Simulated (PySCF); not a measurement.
**[PbCl3(NH3)]+: from a saddle point downhill**

PySCF 2.14.0, RKS PBE0, Pb def2-SVP with ECP60, Cl def2-SVP, N def2-SVP, H def2-SVP; non-relativistic Hamiltonian with scalar-relativistic core potentials where named; density fitting; no spin-orbit coupling. Relaxed within the symmetry of its start, the geometry (C3v) is

```xyz
8

Pb    0.0053   -0.0053    0.0053
Cl    1.1767    1.7054    1.1767
Cl   -1.7054   -1.1767    1.1767
Cl    1.1767   -1.1767   -1.7054
N    -1.3570    1.3570   -1.3570
H    -1.9633    1.9633   -0.7938
H    -0.7938    1.9633   -1.9633
H    -1.9633    0.7938   -1.9633
```

and its lowest harmonic modes are -43, 82, 82, 91, 91, 92 cm⁻¹ (negative: unstable). It was moved along the lowest mode and relaxed again, within the group C3 that the move left.

**Question.** Where does it end, and how much lower?

**Answer.** In C3, 0.016 eV lower, after 18 steps:
```xyz
8

Pb    0.0022   -0.0022    0.0022
Cl    1.3385    1.6983    1.0003
Cl   -1.6983   -1.0003    1.3385
Cl    1.0003   -1.3385   -1.6983
N    -1.3566    1.3566   -1.3566
H    -2.3385    1.3104   -1.0615
H    -1.0615    2.3385   -1.3104
H    -1.3104    1.0615   -2.3385
```

**Question.** How do the contacts change?

**Answer.** 
| contact | saddle (Å) | end (Å) |
| --- | --- | --- |
| Pb1–Cl2 (Cl) | 2.381 | 2.382 |
| Pb1–Cl3 (Cl) | 2.381 | 2.382 |
| Pb1–Cl4 (Cl) | 2.381 | 2.382 |
| Pb1–N5 (NH3) | 2.360 | 2.354 |


**Question.** Is the end a minimum?

**Answer.** Yes; lowest modes 76, 76, 89, 89, 89, 95 cm⁻¹.

State: singlet.
